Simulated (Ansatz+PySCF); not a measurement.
Results of a calculation; reference values are marked as such.
# Several solutions for septet MnH

| atom | x (Å) | y (Å) | z (Å) |
| --- | --- | --- | --- |
| Mn | 0.0000 | 0.0000 | 0.0000 |
| H | 0.0000 | 0.0000 | 1.7310 |

Basis set: def2-SVP (spherical functions). Charge 0, multiplicity 7.

PBE0 (unrestricted) was run from several starts with Ansatz (development build ahead of 0.2.0) and PySCF 2.14.0.

```
run  program                                 start  converged  energy (hartree)   <S²>
  A   Ansatz               atomic start, no search        yes       -1151.16629  12.00
  B    PySCF   guess minao, instabilities followed        yes       -1151.16629  12.00
  C    PySCF                      program defaults        yes       -1151.16629  12.00
  D   Ansatz               stability test followed        yes       -1151.16629  12.00
  E    PySCF  guess huckel, instabilities followed         no                 –      –
  F   Ansatz           search for the lowest state        yes       -1151.16629  12.00
  G    PySCF    guess atom, instabilities followed        yes       -1151.16629  12.00
```

Question: Which runs reached the lowest solution of this kind, and what is wrong with the others?

Answer: A, B, C, D, F, G reached the lowest solution found. Not converged: E.
